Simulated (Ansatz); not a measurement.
Relaxation of CH8B2Si (12 atoms, charge 0, multiplicity 1), to a largest force component of 0.02 eV/Å in at most 50 steps.

Theory: UKS r2SCAN-D4/6-31G* in Ansatz.

```xyz
12
Properties=species:S:1:pos:R:3
B -1.787 1.419 0.711
B -0.499 0.839 -0.054
C -0.023 -0.623 0.291
Si 1.605 -1.052 -0.693
H -2.207 2.545 0.415
H -2.417 0.837 1.500
H 0.096 1.507 -0.849
H -0.754 -1.340 0.073
H 0.261 -0.659 1.428
H 2.610 -0.105 -0.366
H 1.960 -2.420 -0.314
H 1.232 -1.003 -2.107
```

Q: Where does it end, and by what steps?

A: It converged. The force dipped under the threshold on the way, but the program's further checks kept it going. After 27 steps the energy has fallen by 1.391 eV; H7 moved furthest, 1.97 Å.

```csv
step,energy less start (eV),largest force component (eV/Å),accepted
0,0.0000,3.540,yes
1,-0.5273,0.904,yes
2,-0.5868,0.581,yes
3,-0.7303,0.564,yes
4,-0.8509,0.839,yes
5,-0.9838,0.642,yes
6,-1.1271,0.380,yes
7,-1.2101,0.246,yes
8,-1.2569,0.222,yes
9,-1.2634,0.759,yes
10,-1.3162,0.361,yes
11,-1.3507,0.132,yes
12,-1.3669,0.390,yes
13,-1.3658,0.326,no
14,-1.3793,0.087,yes
15,-1.3839,0.115,yes
16,-1.3858,0.081,yes
17,-1.3869,0.043,yes
18,-1.3877,0.030,yes
19,-1.3886,0.048,yes
20,-1.3891,0.070,yes
21,-1.3895,0.066,yes
22,-1.3900,0.067,yes
23,-1.3905,0.041,yes
24,-1.3901,0.040,no
25,-1.3909,0.015,yes
26,-1.3911,0.015,yes
27,-1.3913,0.019,yes
```

```xyz
12
Properties=species:S:1:pos:R:3
B -1.707 1.374 0.169
B -0.260 0.799 0.708
C 0.239 -0.674 0.745
Si 1.156 -0.968 -0.894
H -1.918 1.662 -0.981
H -2.621 1.592 0.923
H 0.534 1.643 1.066
H -0.549 -1.439 0.786
H 0.981 -0.870 1.532
H 2.242 0.033 -1.087
H 1.765 -2.330 -0.886
H 0.216 -0.877 -2.046
```

Whether the end is a true minimum wasn't checked by a vibrational analysis.

Time of the run: 62 s on 2 threads of Intel(R) Xeon(R) Platinum 8488C (Sapphire Rapids), with other jobs on the host, peak memory 0.22 GiB.
